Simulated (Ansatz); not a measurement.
C$_{3}$H$_{10}$BFN$_{2}$ (SMILES CNB(F)N(C)C), singlet, geometry from GFN2-xTB; CASSCF(2,3)/STO-3G run with Ansatz (a first-principles code).

Input for Ansatz:
Ansatz 0.2 input:
```yaml
crystal:
  periodic: [false, false, false]
  atoms:
    - {symbol: B, position_ang: [0.07123107, -0.34583002, 0.02102191]}
    - {symbol: F, position_ang: [0.59391659, -1.31151543, 0.81362598]}
    - {symbol: N, position_ang: [-0.41118552, -0.74667019, -1.23522465]}
    - {symbol: C, position_ang: [-0.39752561, -2.09655980, -1.75242515]}
    - {symbol: H, position_ang: [-0.81264607, -0.08322831, -1.87578813]}
    - {symbol: H, position_ang: [0.19115833, -2.15720633, -2.67306368]}
    - {symbol: H, position_ang: [-1.41307599, -2.44461055, -1.96531057]}
    - {symbol: H, position_ang: [0.04795547, -2.75238376, -1.00898869]}
    - {symbol: N, position_ang: [0.05872032, 0.96829639, 0.52630446]}
    - {symbol: C, position_ang: [0.57840710, 1.29349153, 1.83631188]}
    - {symbol: C, position_ang: [-0.45222482, 2.12861839, -0.16065021]}
    - {symbol: H, position_ang: [1.39619393, 2.01788531, 1.75503863]}
    - {symbol: H, position_ang: [-0.20712088, 1.73064583, 2.46238607]}
    - {symbol: H, position_ang: [0.95109798, 0.39356106, 2.31563114]}
    - {symbol: H, position_ang: [-1.26258771, 2.58947637, 0.41582572]}
    - {symbol: H, position_ang: [0.33861848, 2.87633809, -0.29059144]}
    - {symbol: H, position_ang: [-0.83568181, 1.85762703, -1.13986020]}
basis:
  gaussian:
    orbitals: STO-3G
hamiltonian:
  xc: hf
magnetization: {spin_polarized: false}
correlation: {active_space: {window: {electrons: 2, orbitals: 3}}}
```

Problem. Write the output that Ansatz gives for this input, abridged.

Solution. 
```
Functional definition: HF
636 factors; integrals over basis functions are off by at most 6.9e-5 eV
mean field evaluation 1: about -9468.9896 eV, gradient 2.5e1 eV
mean field evaluation 2: about -9469.3837 eV, gradient 2.5e1 eV
mean field evaluation 4: about -9471.7322 eV, gradient 1.4e0 eV
mean field evaluation 8: about -9471.7393 eV, gradient 4.0e-2 eV
mean field -9471.73928129 eV, -348.0799984121 hartree, gradient 1.8e-6 eV, S^2 0.000000; 0 other end points of the search recorded, 0 dependent functions left out
reference -9471.73928129 eV, -348.0799984121 hartree; 28, 28 occupied and 17, 17 virtual orbitals, 636 factors
state -9472.17402920 eV, -348.0959751029 hartree
2 active orbitals were swapped for others, from the solution at -9472.00971283 eV, -348.0899365877 hartree to that at -9472.17402920 eV, -348.0959751029 hartree; typed "places" are swapped only where nearly empty or full, and so, without "given_window_search", are "orbital_numbers", "shells" and a window whose orbitals a file names under [Active]
Total energy: -9472.17402920 eV, -348.0959751029 hartree
```
